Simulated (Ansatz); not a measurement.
Gas-phase electronic energies from Ansatz, PBE0-D4/def2-TZVP geometries. CCSD(T)/CBS is the MP2 limit (def2-TZVPP, def2-QZVPP) plus CCSD(T) − MP2 in def2-TZVPP, frozen cores. Functionals use def2-TZVPP. def2 core potentials past Kr. For Ge, Y outer-core shells are correlated without core-valence functions, which leaves a few kJ/mol of doubt a bond. Scalar relativity is left out up to krypton. One conformer a species, not always the lowest.

Consider the ligand exchange at the Si–O bond: `[NH2][Y]([NH2])[O][SiH3]` + `[OH][GeH2][SH]` → `[SiH3][O][GeH2][SH]` + `[NH2][Y]([NH2])[OH]`.

(1) Is it downhill or uphill in electronic energy at CCSD(T)/CBS, and by how much? (Estimate.)

(2) What do these levels give: PBE-D4, r2SCAN-D4, ωB97X-V, B2PLYP, PBE, r2SCAN, PBE0, HF/def2-TZVPP, CCSD(T)/def2-TZVPP, MP2/def2-QZVPP, MP2/CBS(def2), CCSD/CBS(def2)? (An estimate is asked.)

Largest T1 diagnostic among the species: 0.013.

## Answers

(1) Computed: Uphill: ΔE = +3.2 kcal/mol.

(2) The calculation gave: PBE-D4 3.6, r2SCAN-D4 3.9, ωB97X-V 3.1, B2PLYP 3.8, PBE 4.4, r2SCAN 4.1, PBE0 4.3, HF/def2-TZVPP 4.2, CCSD(T)/def2-TZVPP 3.5, MP2/def2-QZVPP 3.1, MP2/CBS(def2) 2.9, CCSD/CBS(def2) 3.3 kcal/mol.

The D4 term adds −1.4 kcal/mol with B3LYP and −0.8 kcal/mol with PBE0; it sums over pairs of atoms, weighted by their polarisabilities, and B3LYP, whose exchange is more repulsive, gets the larger term.

B3LYP here is the variant with VWN-RPA as its local correlation; programs differ in this.
